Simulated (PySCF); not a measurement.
Isomers of C7H12OSi, mass 140.066 u with the commonest isotopes. Computed with PBE0/pcSseg-1 in PySCF (dipole) on a GFN2-xTB geometry, gas phase. One conformer each, none proved a minimum here; rigid rotors.

Task: Order these by rotational constant B, smallest first.
A. `[CH3:1][CH2:2][C:3]1=[CH:4][SiH2:5][CH:6]=[CH:7][O:8][CH2:9]1` with C1–C2–C3–C4 -109°, C3–C4–Si5–C6 -42°, C4–Si5–C6–C7 24°, C6–C7–O8–C9 11°, C7–O8–C9–C3 -79°
B. `[CH2:1]=[CH:2][C@@H:3]1[CH2:4][C@H:5]([CH:6]=[O:7])[CH2:8][SiH2:9]1` with C1–C2–C3–C4 -139°, C4–C5–C6–O7 -107°, C2–C3–C4–C5 -95°, C3–C4–C5–C6 72°, C4–C5–C8–Si9 43°, C5–C8–Si9–C3 -24°
C. `[CH3:1][CH2:2][C:3]1=[CH:4][Si@H:5]([CH3:6])[CH:7]=[CH:8][O:9]1` with C1–C2–C3–C4 104°
D. `[CH3:1][CH2:2][CH2:3][C:4](=[O:5])[CH2:6][C:7]#[C:8][SiH3:9]` with C1–C2–C3–C4 -179°, C2–C3–C4–O5 1°, C3–C4–C6–C7 49°
E. `[OH:1][CH2:2][C:3]1=[CH:4][SiH2:5][C@H:6]2[CH2:7][C@@H:8]1[CH2:9]2` with H–O1–C2–C3 57°, O1–C2–C3–C4 -132°

Result: D (576.7 MHz), C (904.8 MHz), E (1073 MHz), A (1099 MHz), B (1194 MHz).

Task: Order these by rotational constant A, largest first.
A. `[CH3:1][CH2:2][C:3]1=[CH:4][SiH2:5][CH:6]=[CH:7][O:8][CH2:9]1` with C1–C2–C3–C4 -109°, C3–C4–Si5–C6 -42°, C4–Si5–C6–C7 24°, C6–C7–O8–C9 11°, C7–O8–C9–C3 -79°
B. `[OH:1][CH2:2][C:3]1=[CH:4][SiH2:5][C@H:6]2[CH2:7][C@@H:8]1[CH2:9]2` with H–O1–C2–C3 57°, O1–C2–C3–C4 -132°
C. `[CH3:1][CH2:2][CH2:3][C:4](=[O:5])[CH2:6][C:7]#[C:8][SiH3:9]` with C1–C2–C3–C4 -179°, C2–C3–C4–O5 1°, C3–C4–C6–C7 49°
D. `[CH2:1]=[CH:2][C@@H:3]1[CH2:4][C@H:5]([CH:6]=[O:7])[CH2:8][SiH2:9]1` with C1–C2–C3–C4 -139°, C4–C5–C6–O7 -107°, C2–C3–C4–C5 -95°, C3–C4–C5–C6 72°, C4–C5–C8–Si9 43°, C5–C8–Si9–C3 -24°
E. `[CH3:1][CH2:2][C:3]1=[CH:4][Si@H:5]([CH3:6])[CH:7]=[CH:8][O:9]1` with C1–C2–C3–C4 104°

Result: B (2497 MHz), E (2379 MHz), A (2158 MHz), D (1896 MHz), C (1824 MHz).

Task: Order these by dipole moment, smallest first.
A. `[CH3:1][CH2:2][CH2:3][C:4](=[O:5])[CH2:6][C:7]#[C:8][SiH3:9]` with C1–C2–C3–C4 -179°, C2–C3–C4–O5 1°, C3–C4–C6–C7 49°
B. `[CH3:1][CH2:2][C:3]1=[CH:4][Si@H:5]([CH3:6])[CH:7]=[CH:8][O:9]1` with C1–C2–C3–C4 104°
C. `[CH2:1]=[CH:2][C@@H:3]1[CH2:4][C@H:5]([CH:6]=[O:7])[CH2:8][SiH2:9]1` with C1–C2–C3–C4 -139°, C4–C5–C6–O7 -107°, C2–C3–C4–C5 -95°, C3–C4–C5–C6 72°, C4–C5–C8–Si9 43°, C5–C8–Si9–C3 -24°
D. `[CH3:1][CH2:2][C:3]1=[CH:4][SiH2:5][CH:6]=[CH:7][O:8][CH2:9]1` with C1–C2–C3–C4 -109°, C3–C4–Si5–C6 -42°, C4–Si5–C6–C7 24°, C6–C7–O8–C9 11°, C7–O8–C9–C3 -79°

Result: B (0.76 D), D (0.98 D), A (2.21 D), C (2.70 D).

| SMILES | point group | Ia (u·Å²) | Ib (u·Å²) | Ic (u·Å²) | κ | μa (D) | μb (D) | μc (D) |
| --- | --- | --- | --- | --- | --- | --- | --- | --- |
| CCCC(=O)CC#C[SiH3] | C1 | 277.06 | 876.35 | 1097.85 | -0.83 | 0.90 | 1.27 | 1.56 |
| C=C[C@@H]1C[C@H](C=O)C[SiH2]1 | C1 | 266.57 | 423.13 | 481.47 | -0.66 | 0.60 | 0.27 | 2.62 |
| CCC1=C[SiH2]C=COC1 | C1 | 234.17 | 459.92 | 603.80 | -0.60 | 0.93 | 0.09 | 0.27 |
| CCC1=C[Si@H](C)C=CO1 | C1 | 212.44 | 558.58 | 672.85 | -0.81 | 0.50 | 0.26 | 0.50 |
| OCC1=C[SiH2][C@H]2C[C@@H]1C2 | C1 | 202.39 | 471.12 | 570.02 | -0.77 | 0.58 | 0.22 | 0.41 |
